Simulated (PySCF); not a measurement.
Compound: methyldifluoroisocyanate silane, C2H3F2NOSi.
Cartesian coordinates in Å at the GFN2-xTB level; atoms count from 1:
```xyz
10
C2H3F2NOSi angstrom
C     -1.3440   -0.7276   -0.1590
Si    -0.2425    0.7800    0.0399
F     -0.4185    1.8346   -1.1423
F     -0.5916    1.6421    1.3347
N      1.4306    0.4585    0.1274
C      2.4457   -0.1591    0.1700
O      3.4628   -0.6969    0.2139
H     -1.2098   -1.1873   -1.1344
H     -1.1310   -1.4828    0.5925
H     -2.3927   -0.4569   -0.0651
```

Computed, not measured: TDDFT CAM-B3LYP/def2-SVPD, vertical, gas phase, core orbitals frozen in the response in PySCF 2.14.0, density-fitted response routines.

Transition dipole moments from the ground state, in atomic units and in the frame of the coordinates above (overall signs are arbitrary), for the states with f of 0.002 or more among the lowest 8:

```json
{"state": "S4", "E (eV)": "8.167", "μx": "0.167", "μy": "0.224", "μz": "0.031"}
{"state": "S5", "E (eV)": "8.201", "μx": "0.001", "μy": "-0.007", "μz": "0.120"}
{"state": "S6", "E (eV)": "9.402", "μx": "-0.696", "μy": "-0.345", "μz": "-0.086"}
{"state": "S7", "E (eV)": "9.731", "μx": "0.521", "μy": "-0.167", "μz": "-0.073"}
{"state": "S8", "E (eV)": "9.780", "μx": "-1.760", "μy": "0.591", "μz": "-0.110"}
```

Problem. What oscillator strength does each state have?

Solution. f = (2/3) ΔE |μ|² with ΔE in hartree (27.2114 eV).

```csv
state,|μ|² (au),|μ| (D),f
S4,0.079,0.71,0.016
S5,0.015,0.31,0.003
S6,0.610,1.99,0.141
S7,0.305,1.40,0.073
S8,3.459,4.73,0.829
```

Problem. What angle do the transition dipoles of S7 and S8 make?

Solution. |cos θ| = |μa·μb| / (|μa| |μb|) = 0.98, so θ ≈ 11° (taken between 0 and 90°, since the signs are arbitrary).

Problem. How is the summed strength of these states shared among x, y and z?

Solution. (2/3) Σ ΔE μα² gives 0.924 for x, 0.128 for y and 0.009 for z, 1.061 in all.

Problem. What peak molar absorption coefficient would the strongest computed level give as a lone Gaussian band 0.5 eV wide at half height?

Solution. ε(max) = 2.175×10⁸ f / FWHM, with the width in cm⁻¹. S8: 2.175×10⁸ × 0.8289 / 4033 ≈ 45000 L mol⁻¹ cm⁻¹.

Time: 20 s of wall time. Hardware: Arm Neoverse V2, one thread, no GPU, on a shared host.

One conformer stands for the species.
